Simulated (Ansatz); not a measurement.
Total energies of `c1ccc(-c2ccc(-c3ccc(-c4ccc(-c5ccc(-c6ccc(-c7ccc(-c8cccnc8)nc7)nc6)nc5)nc4)nc3)nc2)nc1` from Ansatz at PBE-D4/def2-SVP, gas phase (1 Eh = 27.2114 eV = 2625.5 kJ/mol). The reference geometry is relaxed at PBE-D4/def2-SVP.

```json
{"state": "charge 0 singlet", "geometry": "reference", "energy (Eh)": "-1974.25715"}
{"state": "charge 1 doublet", "geometry": "reference", "energy (Eh)": "-1974.01492"}
{"state": "charge -1 doublet", "geometry": "reference", "energy (Eh)": "-1974.33485"}
{"state": "free C atom (triplet)", "geometry": "–", "energy (Eh)": "-37.75124"}
{"state": "free N atom (quartet)", "geometry": "–", "energy (Eh)": "-54.46658"}
{"state": "free H atom (doublet)", "geometry": "–", "energy (Eh)": "-0.49863"}
```

Single mean-field runs in def2-SVP are fitted with def2-universal-jkfit.

Task: Work out the vertical ionisation energy to the doublet.

Result: E(charge 1 doublet) − E(charge 0 singlet) = -1974.01492 − (-1974.25715) = 0.24223 Eh = 6.59 eV. For comparison, −ε of the highest occupied level is 5.36 eV at this level, 1.23 eV less.

Task: Work out the vertical electron affinity, to the doublet.

Result: E(charge 0 singlet) − E(charge -1 doublet) = -1974.25715 − (-1974.33485) = 0.07770 Eh = 2.11 eV. The basis lacks diffuse functions, which makes affinities too small.

Task: Give the fundamental gap IE − EA, the Mulliken electronegativity (IE + EA)/2 and the hardness (IE − EA)/2.

Result: From the values in Eh: IE − EA = 0.24223 − 0.07770 = 0.16453 Eh = 4.48 eV; (IE + EA)/2 = 4.35 eV; (IE − EA)/2 = 2.24 eV. The HOMO–LUMO gap of the same run is 2.14 eV, 2.34 eV smaller than the fundamental gap.

Task: What is the binding energy per atom against free atoms?

Result: Atoms: 40 × (-37.75124) + 8 × (-54.46658) + 26 × (-0.49863) = -1958.74662 Eh. Binding: -1958.74662 − (-1974.25715) = 15.51053 Eh = 422.06 eV, or 5.70 eV for each of 74 atoms (no zero-point energy, no counterpoise term).

At PBE-D4/def2-SVP the gap within one spin of the charge 1 doublet nearly closes, so an electron or hole may be smeared out by delocalisation error.
